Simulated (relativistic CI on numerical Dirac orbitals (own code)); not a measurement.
## Transition arrays of Ge⁵⁺

Method of calculation: Dirac-Coulomb-Breit CI, separate exchange-only KLI orbitals for each configuration, model QED, valence Slater integrals scaled by 0.9, whole transition arrays (own radial code, finite nucleus).

Configuration list (outside the closed core [Ne] 3s2): 3p6.3d9, 3p6.3d8.4f, 3p5.3d10, 3p6.3d8.4p, 3p6.3d8.5f. Levels of other configurations are missing.

All E1 lines from the levels of 3p6.3d9; mean and standard deviation are weighted by gf, and upper levels are sorted by their leading configuration.

```tsv
Upper configuration	Lines	Σgf	Mean (eV)	Mean (nm)	σ (eV)	Strongest line (nm)
3p6.3d8.4f	81	8.6	85.43	14.513	1.90	14.366
3p5.3d10	1	1.8	101.78	12.182	0.00	12.182
3p6.3d8.4p	60	6.0	53.10	23.349	1.86	22.905
3p6.3d8.5f	83	10.4	97.34	12.737	2.24	12.414
```

Σgf per state of the lower configuration in bins of 0.5 nm over the central range (centre: value): 12.25: 0.44, 12.75: 0.49, 13.25: 0.29, 14.25: 0.49, 14.75: 0.36, 20.25: 0.01, 20.75: 0.01, 22.75: 0.21, 23.25: 0.15, 23.75: 0.06, 24.25: 0.15.

How do configuration mixing and the scaling of the Slater integrals move the arrays?

Slater scale 0.9, no configuration mixing: 3p6.3d8.4f 85.7 ± 2.1 eV (Σgf 10.3), 3p5.3d10 97.8 ± 1.8 eV (Σgf 3.8), 3p6.3d8.4p 53.1 ± 1.8 eV (Σgf 6.0), 3p6.3d8.5f 96.8 ± 2.2 eV (Σgf 6.4); Slater scale 1: 3p6.3d8.4f 86.2 ± 3.2 eV (Σgf 9.3), 3p5.3d10 102.1 ± 0.0 eV (Σgf 1.8), 3p6.3d8.4p 53.2 ± 2.1 eV (Σgf 6.0), 3p6.3d8.5f 97.7 ± 2.4 eV (Σgf 9.8); Slater scale 0.8: 3p6.3d8.4f 85.5 ± 1.9 eV (Σgf 8.8), 3p5.3d10 101.5 ± 0.0 eV (Σgf 1.8), 3p6.3d8.4p 53.0 ± 1.6 eV (Σgf 6.0), 3p6.3d8.5f 97.2 ± 2.0 eV (Σgf 10.3). With mixing, levels are counted to their leading configuration, so an array can shrink or vanish into another, and the sums then hold other lines.
